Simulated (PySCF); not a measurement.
Molecule: SMILES NBS[SiH3], BH₆NSSi.

Cartesian coordinates in Å; atom numbers follow the order of the lines, from 1:
```xyz
10

N     2.3280   -0.0542   -0.2399
B     0.9690    0.1935   -0.2539
S    -0.0988   -0.8079    0.8057
Si   -2.0637   -0.1066    0.3270
H     2.7427   -0.7682    0.3359
H     3.0013    0.4517   -0.7882
H     0.5222    1.0331   -0.9365
H    -2.9122   -0.8979    1.2007
H    -2.1506    1.3216    0.6124
H    -2.3291   -0.3604   -1.0856
```

Frames of a GFN2-xTB Langevin trajectory at 200 K; GIAO PBE0/pcSseg-1 shieldings in PySCF 2.14.0 with density-fitted response routines, gas phase, non-relativistic; equivalent atoms averaged within each frame.

Scale: ¹⁵N (267.73 ppm) against NH3; BF3·OEt2 for ¹¹B (100.07 ppm); ³³S (503.73 ppm) against CS2; ²⁹Si (349.16 ppm), ¹H (31.72 ppm) vs TMS (reference shieldings calculated alike). The references are static minima.

Q: How do the shifts (ppm) fluctuate along the trajectory?

A: 
```
         time (fs)     N1    B2    S3    Si4  H8/H9/H10  H5/H6    H7
optimised geometry  108.6  37.0  -206  -55.5       4.67   4.09  5.17
               250  111.3  38.0  -199  -50.7       4.58   4.53  4.52
               425  115.3  41.7  -206  -52.0       4.75   4.79  4.89
               625  125.3  42.0  -210  -58.6       4.92   5.16  5.69
               800  103.7  34.7  -195  -48.2       4.77   3.92  5.33
              1000  100.5  39.2  -175  -46.5       4.64   3.95  5.52
    mean of frames  111.2  39.1  -197  -51.2       4.73   4.47  5.19
standard deviation    9.8   3.0    14    4.6       0.13   0.54  0.48
```

5 frames give an uncertainty of the mean of about the standard deviation over 2.2 at best, since frames this close in time may not be independent; classical motion lacks zero-point vibration, and the reference would need the same averaging.
